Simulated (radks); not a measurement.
Effect of the nuclear size on neutral copper, [Ar] 3d10 4s1. Method: Dirac Kohn-Sham, relativistic LDA (MacDonald-Vosko exchange, VWN5 correlation), spin-unpolarised, spherical densities, finite nucleus; Fermi nuclear charge, rms radius 3.8823 fm; computed with a radial shooting solver on a logarithmic mesh with Libxc functionals. The rms radius is varied about that value; shifts are against it.

| rms radius (fm) | total energy shift (eV) | density at nucleus (e/bohr^3) | 1s1/2 shift (meV) | 2s1/2 shift (meV) | 2p1/2 shift (meV) | 3s1/2 shift (meV) |
|---|---|---|---|---|---|---|
| 3.1563 | -0.0659 | 2.222e+04 | -27.9 | -2.64 | 0.224 | -0.392 |
| 3.5174 | -0.0347 | 2.209e+04 | -14.7 | -1.39 | 0.118 | -0.207 |
| 3.8823 | 0 | 2.198e+04 | 0.000 | 0.000 | 0.000 | 0.000 |
| 4.0182 | 0.0138 | 2.194e+04 | 5.83 | 0.552 | -0.047 | 0.082 |
| 4.2783 | 0.0414 | 2.187e+04 | 17.5 | 1.66 | -0.141 | 0.246 |

Slopes of the eigenvalues against <r^2> in GHz/fm^2, as finite differences over the two radii next to the reference (eigenvalue slopes, not the field-shift constants of lines): 1s1/2 1320, 2s1/2 125, 2p1/2 -10.6, 3s1/2 18.5.
